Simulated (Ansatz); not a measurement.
C₄H₅ (SMILES [CH2]C#CC), doublet, at a GFN2-xTB geometry; PBE/def2-QZVP (Ansatz, a first-principles code).

Ansatz was given this input:
Ansatz 0.2 input:
```yaml
crystal:
  periodic: [false, false, false]
  atoms:
    - {symbol: C, position_ang: [-0.01669866, -0.14473260, 2.05451619]}
    - {symbol: C, position_ang: [-0.00572650, -0.05021694, 0.70569704]}
    - {symbol: C, position_ang: [0.00420741, 0.03413279, -0.51310411]}
    - {symbol: C, position_ang: [0.01585773, 0.13725248, -1.95067878]}
    - {symbol: H, position_ang: [-0.94506085, -0.19981979, 2.59400011]}
    - {symbol: H, position_ang: [0.90273351, -0.16585290, 2.61141141]}
    - {symbol: H, position_ang: [-0.00059800, 1.18728795, -2.25276024]}
    - {symbol: H, position_ang: [0.91722312, -0.32377874, -2.35724285]}
    - {symbol: H, position_ang: [-0.86013765, -0.35645090, -2.37399048]}
basis:
  gaussian:
    orbitals: def2-QZVP.json
hamiltonian:
  xc: pbe
magnetization: {spin_polarized: true, initial_magnetization: 1}
```
The basis file holds def2-QZVP in the JSON format of the Basis Set Exchange.

What the program printed (banner, timings and long lists left out):

```
Functional definition: PBE
998 factors; their error is unknown
mean field evaluation 1: about -4209.9407 eV, gradient 5.1e1 eV
mean field evaluation 2: about -4199.1624 eV, gradient 6.5e1 eV
mean field evaluation 4: about -4222.4275 eV, gradient 7.6e0 eV
mean field evaluation 8: about -4222.6967 eV, gradient 1.9e-1 eV
mean field evaluation 16: about -4222.6898 eV, gradient 7.5e-4 eV
mean field -4222.68984176 eV, -155.1809894428 hartree, gradient 8.1e-5 eV, S^2 0.760242; 0 other end points of the search recorded, 0 dependent functions left out
reference -4222.68989178 eV, -155.1809912809 hartree; 15, 14 occupied and 363, 364 virtual orbitals, 998 factors
Total energy: -4222.68989178 eV, -155.1809912809 hartree
```
